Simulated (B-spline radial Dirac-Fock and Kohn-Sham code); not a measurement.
X-ray lines that fill the 2p1/2 vacancy in Nb³⁺

System: the Nb³⁺ ion in the configuration [Kr] 4d2, inside a Watson sphere of charge -3 and radius 3 Å (a model of the Madelung potential; inside it an electron's potential energy is raised by 14.4 eV).

Input file task.json (cfg lists n, l and occupation; rrms is the nuclear radius in fm):

```json
{"items": [{
  "Z": 41,
  "q": 3,
  "cfg": [[1, 0, 2], [2, 0, 2], [2, 1, 6], [3, 0, 2], [3, 1, 6], [3, 2, 10], [4, 0, 2], [4, 1, 6], [4, 2, 2]],
  "A": 93,
  "rrms": 4.324,
  "watson": [-3, 3.0],
  "do": ["binding", "quiet", "decay"],
  "holes": ["K", "L1", "L2", "L3", "M1", "M2", "M3", "M4", "M5", "N1", "N2", "N3"]
}]}
```

Launch: `python xray_run.py task.json out`

These are calculated numbers from a radial atomic solver; the model is independent-particle rates on relativistic LDA orbitals of the hole state (multipoles up to L = 3, Coulomb Auger matrix elements, transition energies from Dirac-Fock).

| line | multipole | energy (eV) | width (meV) | share (%) |
| --- | --- | --- | --- | --- |
| Lη (L2-M1) | E1 | 1994.8 | 1.59 | 2.80 |
| Lβ1 (L2-M4) | E1 | 2259.3 | 53.7 | 94.9 |
| Lγ5 (L2-N1) | E1 | 2405.0 | 0.290 | 0.513 |
| Lγ1 (L2-N4) | E1 | 2470.9 | 1.02 | 1.80 |

The listed lines hold 100.0 % of the radiative rate. The radiative width is 0.0566 eV in the length form and 0.0579 eV in the velocity form; the two differ because the transition energies are not eigenvalue differences of the potential that gave the orbitals.
